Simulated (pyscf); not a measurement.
# Four-centre exchange: SbH₃ + Cl–Sb(Cl)–Cl -> Cl–SbH₂ + Cl–SbH–Cl

Gas phase, singlet surface, charge 0. Bonds broken: Sb1–H2, Sb5–Cl6. Bonds formed: Sb1–Cl6, H2–Sb5. PySCF, gas phase, ωB97X-D3(BJ)/def2-SVP geometries.

Transition state (Å):

```xyz
8

Sb    -0.3069     1.5818     0.6411
H     -0.2882    -0.1701    -0.2666
H      0.9052     2.3366    -0.2919
H     -1.3307     1.6093    -0.7711
Sb     0.1316    -1.7734     0.4315
Cl     1.8233     0.0913     1.4767
Cl    -1.7173    -2.5377    -0.9016
Cl    -1.1991    -1.4463     2.3468
```

One imaginary mode, 211i cm⁻¹; descent along it reached the two sides named, in the forms told below.

```
bond     change  reactant side (Å)  saddle  product side
-------  ------  -----------------  ------  ------------
Sb1–H2   breaks              1.703   1.973           3.7
Sb5–Cl6  breaks              2.351     2.7           3.1
Sb1–Cl6   forms                3.6     2.7         2.409
H2–Sb5    forms                3.8   1.798         1.709
```

Electronic energies relative to the separated reactants (eV):

| level | barrier | reaction energy | reverse barrier |
|---|---|---|---|
| ωB97X-D3(BJ)/def2-TZVP | 1.01 | +0.30 | 0.70 |
| PBE/def2-TZVP | 1.07 | +0.36 | 0.71 |
| r²SCAN/def2-TZVP | 1.13 | +0.36 | 0.77 |
| B3LYP-D3(BJ)/def2-TZVP | 1.03 | +0.33 | 0.70 |
| PBE0-D3(BJ)/def2-TZVP | 1.05 | +0.33 | 0.72 |
| M06-2X/def2-TZVP | 1.13 | +0.24 | 0.89 |
| ωB97M-D3(BJ)/def2-TZVP | 1.27 | +0.30 | 0.97 |
| HF/def2-TZVP | 1.90 | +0.16 | 1.74 |

With ωB97M-D3(BJ)/def2-TZVP energies and thermal terms (ideal gas, 1 atm, RRHO with modes under 100 cm⁻¹ raised to 100, one conformer, R ln 2 for chiral ones without a mode under 150 cm⁻¹), in eV:

```
T (K)   ΔH‡   ΔG‡     ΔH     ΔG
-----  ----  ----  -----  -----
298    1.29  1.76  +0.31  +0.25
600    1.31  2.24  +0.30  +0.18
900    1.33  2.70  +0.30  +0.12
1200   1.36  3.15  +0.30  +0.06
```

On the product side the descent ends in a bound adduct, 0.42 eV under the separated species and 1.12 eV under the saddle at ωB97X-D3(BJ)/def2-TZVP. One saddle was located; it need not be the lowest between these sides. Elements past Kr carry the def2 core potentials, without spin-orbit coupling.
